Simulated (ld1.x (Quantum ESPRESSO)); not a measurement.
What one change does to a pseudopotential (Au (Z = 79), TM)

gold (Au), norm-conserving Troullier–Martins (Kleinman–Bylander form), made with ld1.x (Quantum ESPRESSO) 7.5 (BLYP, fully relativistic). Core [Kr] 4d10 4f14, reference 5s2 5p6 5d10 6s0 6p0 (charge +1). Waves: 5p (bound): rc 1.55 bohr; 5d (bound): rc 1.55 bohr; 5s (bound): rc 1.55 bohr. Local part: the s channel. Core correction: none.

Open shells are filled in proportion to 2j + 1 (rel_dist='average').

All-electron outer shells of the reference configuration (BLYP, scalar-relativistic, ld1.x):

```
shell  level (eV)  outermost node (bohr)  outermost maximum (bohr)
   5s     -116.91                   0.48                      0.84
   4f      -89.53                      –                      0.37
   5p      -68.29                   0.52                      0.96
   5d      -15.25                   0.56                      1.21
   6s      -13.32                   1.11                      2.24
   6p       -6.88                   1.31                      3.06
```

Change: wave 5s (bound): rc 1.55 bohr becomes 5s (bound): rc 1.84 bohr.

Cutoffs: the cutoffs (Ry, on a coarse ladder) from which the occupation-weighted sum of valence levels, in a spherical-Bessel basis at the reference potential, stays within 10 and 1 mRy of its value at 400 Ry; they do not see the model core or the augmentation charge, which bear on the density cutoff. Errors are all-electron minus pseudo energies relative to the spin-unpolarised reference configuration.

Problem. What does the change do?

Solution. A bound ghost appears in s, which as a rule spoils a file; of the 5 tests that both files solve, the error grows in 2 and shrinks in 3 by more than 15 % and 0.3 meV (median size 287.6 → 257.7 meV).

| quantity | base | changed |
| --- | --- | --- |
| bound ghosts | none | s (extra level of the local part) |
| tests counted (converged, no solver errors) | 6 of 7 | 6 of 7 |
| error for 5s2 5p6 5d10 6s1 6p0, meV [ΔE -9.48 eV] | +3262 | -258 |
| error for 5s2 5p6 5d9 6s0 6p0, meV [ΔE 21.13 eV] | +1.8 | -0.1 |
| error for 5s2 5p6 5d8 6s0 6p0, meV [ΔE 54.89 eV] | +11 | +2.3 |
| error for 5s2 5p6 5d10 6s0 6p1, meV [ΔE -4.30 eV] | +288 | +584 |
| error for 5s2 5p6 5d9 6s1 6p0, meV [ΔE 2.54 eV] | +4215 | +9109 |

Base: Tests not counted: 5s2 5p6 5d7 6s0 6p0 (pseudo-atom not self-consistent, printed error +33 meV). These tests converged, but a pseudo level misses the all-electron one widely, so the file describes the atom poorly there or has found another state: 5s2 5p6 5d10 6s1 6p0: 6s by 2.7 eV; 5s2 5p6 5d9 6s0 6p0: empty 6s by 4.9 eV; 5s2 5p6 5d8 6s0 6p0: empty 6s by 6.1 eV (a node warning on the way); 5s2 5p6 5d10 6s0 6p1: empty 6s by 2.2 eV; 5s2 5p6 5d9 6s1 6p0: 6s by 3.6 eV; 5s1 5p6 5d10 6s1 6p0: 6s by 4.0 eV. ld1.x printed “convergence not achieved” for 6 of the counted tests; their residual had stalled under 1e-8, short of the target of 1e-14. Changed file: Tests not counted: 5s1 5p6 5d10 6s1 6p0 (an occupied level unbound or not found, printed error -4.7 eV). These tests converged, but a pseudo level misses the all-electron one widely, so the file describes the atom poorly there or has found another state: 5s2 5p6 5d10 6s1 6p0: 5p by 8.6 eV (a node warning on the way); 5s2 5p6 5d9 6s0 6p0: empty 6s by 6.9 eV; 5s2 5p6 5d8 6s0 6p0: empty 6s by 10.0 eV (a node warning on the way); 5s2 5p6 5d10 6s0 6p1: 6p by 1.2 eV; 5s2 5p6 5d7 6s0 6p0: empty 6s by 13.4 eV; 5s2 5p6 5d9 6s1 6p0: 6s by 7.9 eV. ld1.x printed “convergence not achieved” for 6 of the counted tests; their residual had stalled under 1e-8, short of the target of 1e-14. A true bound ghost makes a file unfit for plane-wave use even where its test errors are small: the radial tests pick states by their node count and pass the ghost by. Where a test does run into it, the solver fails or the error is huge.
